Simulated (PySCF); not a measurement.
# [La(P5)]2+ at several levels of theory

Computed with PySCF 2.14.0 (density fitting, no spin-orbit coupling) at the geometry relaxed with PBE:

```xyz
6
[La(P5)]2+ (singlet)
La    0.0000    0.0000   -1.3220
P     1.8457    0.0000    1.1462
P     0.5703    1.7554    1.1462
P    -1.4932    1.0849    1.1462
P    -1.4932   -1.0849    1.1462
P     0.5704   -1.7554    1.1462
```

```
level                                    basis    state  HOMO (eV)  gap (eV)  charge on La1 (e)  population of f-type functions on La1 (polarisation alone where 4f lies in the core)  dipole about the centre of mass (D)  largest force component (eV/Å)
  PBE    La lcecp-1-SVP with ECP46, P def2-SVP  singlet     -14.64      1.03               1.36                                                                                  0.02                                 5.86                            0.00
B3LYP                                 the same  singlet     -15.33      2.33               1.36                                                                                  0.02                                 6.19                            0.41
  PBE  La lcecp-1-TZVP with ECP46, P def2-TZVP  singlet     -14.36      1.00               1.54                                                                                  0.04                                 5.53                            0.46
  PBE              La x2c-SVPall, P x2c-SVPall  singlet     -14.67      1.02               1.10                                                                                  0.08                                 5.50                            0.33
```

In the lcecp rows the 4f levels are missing from HOMO and gap, and the state counts the valence alone.

Charges are Mulliken's, which hang on the basis. The relaxation used the grid (50, 194), these runs (75, 302) or, all-electron (x2c bases, spin-free X2C Hamiltonian), (99, 590).

Question: A further run in the first row's basis gives HOMO (eV) -14.72, gap (eV) 1.17, charge on La1 (e) 1.47, population of f-type functions on La1 (polarisation alone where 4f lies in the core) 0.02, dipole about the centre of mass (D) 6.30, largest force component (eV/Å) 0.13. Which level was it?
A. CAM-B3LYP
B. TPSS
C. TPSSh

Answer: B. The others give HOMO -15.10 eV (TPSSh); -16.67 eV (CAM-B3LYP).

In the first row's basis the gap widens with exact exchange: 1.0 to 1.2 eV for PBE, TPSS (none); 1.8 to 2.3 eV for TPSSh, B3LYP (a fixed share); 4.9 eV for CAM-B3LYP (rising or full at long range).

Small gap, closed shell not tested for a spin-broken solution: TPSSh.
